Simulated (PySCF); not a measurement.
**Electronic structure of Sm(2+) (samarium, charge +2) at the UHF level**

Configuration: [Xe] 4f6, high-spin 7F determinant. Calculation: PySCF 2.14, in x2c-TZVPPall with one added diffuse shell each of s, p, d, f type (12s8p8d5f2g, 129 functions); the spin-free X2C one-electron Hamiltonian (Gaussian nucleus).

| Item | Value |
| --- | --- |
| Total energy | -10422.180498 hartree |
| One-electron energy | -14221.6237 hartree |
| Hartree (Coulomb) energy | 4034.4193 hartree |
| Exchange energy | -234.9761 hartree |
| ⟨S²⟩ | 12.0079 |
| ⟨L²⟩ | 12.018 |
| Sum of ⟨r⟩ | 35.12 bohr |
| Sum of ⟨r²⟩ | 40.26 bohr² |
| Traceless quadrupole moment −½Σ⟨3z² − r²⟩ along its main axis | -0.290 e·bohr² |
| Langevin diamagnetic susceptibility | -31.9 ×10⁻⁶ cm³/mol |

```csv
shell,electrons,mean orbital energy (eV),spread (eV),"rms radius, mean of both spins (bohr)"
1s α,1,-47075.0,0,0.0259
1s β,1,-47075.0,0,0.0259
2s α,1,-7819.1,0,0.105
2s β,1,-7819.0,0,0.105
2p α,3,-6979.5,0.249,0.0941
2p β,3,-6979.4,0.263,0.0941
3s α,1,-1772.9,0,0.271
3s β,1,-1769.7,0,0.271
3p α,3,-1504.1,0.841,0.272
3p β,3,-1500.4,1.562,0.272
3d α,5,-1134.7,0.276,0.250
3d β,5,-1130.8,1.206,0.250
4s α,1,-388.17,0,0.616
4s β,1,-379.01,0,0.616
4p α,3,-297.51,0.602,0.654
4p β,3,-287.25,2.751,0.654
4d α,5,-166.91,1.685,0.726
4d β,5,-153.40,2.305,0.726
5s α,1,-68.112,0,1.53
5s β,1,-64.233,0,1.53
5p α,3,-43.356,0.492,1.78
5p β,3,-40.347,1.234,1.78
4f α,6,-26.543,2.337,1.06
```

Spin-orbit coupling, absent here, splits the open shell strongly.

Densities and radii are taken from the X2C orbitals without a picture-change correction, which distorts them close to the nucleus.

Spin-orbit constants ζ (cm⁻¹) from the X2C one-electron operator on these orbitals: bare nucleus, nucleus screened by l(l+1)(2l+1)/3 electrons, and screened by the Breit-Pauli mean field of the electrons.

```csv
shell,bare,screened nucleus,mean field
2p,3139000,3038000,n/a
3p,641900,621200,n/a
3d,99950,83830,n/a
4p,138400,134000,n/a
4d,17820,14940,n/a
4f,2354,1291,n/a
5p,18180,17590,n/a
```

To first order the Landé constant is A = 215.2 cm⁻¹, so the lowest level has J = 0 and lies 0.320 eV below the centre of the term. This holds in LS coupling only.
